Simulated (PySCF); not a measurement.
# Correlation energy of Mg (magnesium, neutral)

[Ne] 3s1 3p1, high-spin 3P determinant (an excited configuration). Calculation: PySCF 2.14, in x2c-TZVPPall with one added diffuse shell each of s, p, d type (6s5p4d, 41 functions); scalar relativity by spin-free X2C-1e. Frozen: [Ne]; 2 electrons correlated.

With two correlated electrons CCSD is exact within the correlated space (frozen core and kept virtual orbitals).

| level | correlation energy (mhartree) |
| --- | --- |
| CCSD | -4.06 |

Diagnostics: T1 = 0.0053, D1 = 0.0090, largest double amplitude 0.042.

Q: Is a single reference adequate?

A: Yes: T1 lies below 0.03 and no double amplitude reaches 0.07.
